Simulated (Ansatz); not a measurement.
The same path of C5H10OSi (17 atoms, charge 0, multiplicity 1) was run twice with different band settings. The coordinate that changes most is the dihedral H9–C3–Si5–H13.

All numbers below come from Ansatz, RKS PBE0-D4/STO-3G.

Relaxed end points:

```xyz
17
Properties=species:S:1:pos:R:3
C -2.743 -0.672 -0.592
C -1.548 -0.697 -0.708
C -0.072 -0.693 -0.824
C 0.567 -1.748 0.124
Si 0.579 1.068 -0.495
C 0.014 1.602 1.206
O 2.277 1.130 -0.668
H -3.814 -0.652 -0.495
H 0.191 -0.964 -1.861
H 0.198 -2.755 -0.108
H 0.326 -1.532 1.173
H 1.660 -1.751 0.010
H 0.059 1.948 -1.514
H -1.075 1.528 1.282
H 0.296 2.639 1.411
H 0.443 0.976 1.993
H 2.625 0.571 0.106
```

```xyz
17
Properties=species:S:1:pos:R:3
C -2.105 -1.051 -2.144
C -1.202 -0.911 -1.366
C -0.101 -0.713 -0.394
C -0.274 -1.646 0.840
Si -0.007 1.115 0.132
C 1.540 1.337 1.164
O -0.044 2.166 -1.211
H -2.912 -1.176 -2.845
H 0.846 -0.985 -0.892
H -0.314 -2.698 0.530
H -1.201 -1.413 1.378
H 0.569 -1.524 1.533
H -1.180 1.440 0.909
H 1.475 0.756 2.089
H 1.679 2.386 1.442
H 2.437 1.011 0.630
H 0.774 1.906 -1.754
```

Common settings: movable images 5; climbing image yes; spring 5.0 eV/Å²; optimiser quadratic models (default); start path through a guess of the saddle point; iteration limit 60; end points relaxed.

| run | force threshold |
| --- | --- |
| 1 | 0.05 eV/Å |
| 2 | 0.2 eV/Å |

(1) What does each run give, and how far can it be trusted?

Results:

(1) Run 1: converged after 8 iterations, highest image 0.092 eV above the first end. A vibrational analysis at the climbing image gives one clearly imaginary mode, 42i cm⁻¹: a first-order saddle point.
Run 2: converged after 5 iterations, highest image 0.093 eV above the first end. The threshold of 0.2 eV/Å is loose, so the images may lie well off the minimum-energy path. Another band between the same ends (5 images) ends at a top of the same energy, where a vibrational analysis finds 1 clearly imaginary mode.
Limits of this set-up: minimal basis.
